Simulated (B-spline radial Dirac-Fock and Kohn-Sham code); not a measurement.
# Widths and yields of inner-shell holes in Tc⁶⁺

System: Tc⁶⁺ in the configuration 1s2 2s2 2p6 3s2 3p6 3d10 4s2 4p6 4d1, inside a Watson sphere of charge -6 and radius 1.8 Å (a model of the Madelung potential; inside it an electron's potential energy is raised by 48.0 eV).

Model: a relativistic independent-particle model: LDA orbitals of the hole state, radiative multipoles to third order, Auger rates from the Coulomb interaction with a continuum orbital, Dirac-Fock energies. Program: an atomic code on a B-spline grid.

Partial widths are in eV. Coster-Kronig decay leaves a hole in the same principal shell; its rates are the weakest part of the model, often 1.5 to 2.5 times too large and more for N holes. Holes without an open Auger channel, or with an unreliable SCF state, are not listed.

| hole | radiative | Auger | Coster-Kronig | total | fluorescence yield | lifetime (fs) |
| --- | --- | --- | --- | --- | --- | --- |
| K | 3.75 | 1.06 | 0 | 4.81 | 0.779 | 0.137 |
| L1 | 0.0505 | 1.06 | 3.67 | 4.78 | ? | ? |
| L2 | 0.0738 | 1.57 | 0.170 | 1.81 | 0.0407 | 0.363 |
| L3 | 0.0715 | 1.70 | 0 | 1.77 | 0.0404 | 0.372 |
| M1 | 0.000981 | 0.171 | 5.47 | 5.65 | 0.000174 | 0.117 |
| M2 | 0.000705 | 0.197 | 3.12 | 3.32 | 0.000212 | 0.198 |
| M3 | 0.000620 | 0.202 | 3.38 | 3.58 | 0.000173 | 0.184 |
| M4 | 5.74e-05 | 0.0624 | 0 | 0.0625 | 0.000918 | 10.5 |
| M5 | 5.29e-05 | 0.0666 | 0 | 0.0667 | 0.000793 | 9.87 |

Task: What are the fluorescence yield and the lifetime of the L1 hole?

Result: The yield is the radiative width over the total, 0.0106, and the lifetime is ħ/Γ = 0.138 fs.

Values without a named source are computed, but for edge energies of neutral atoms, which are taken from tables.
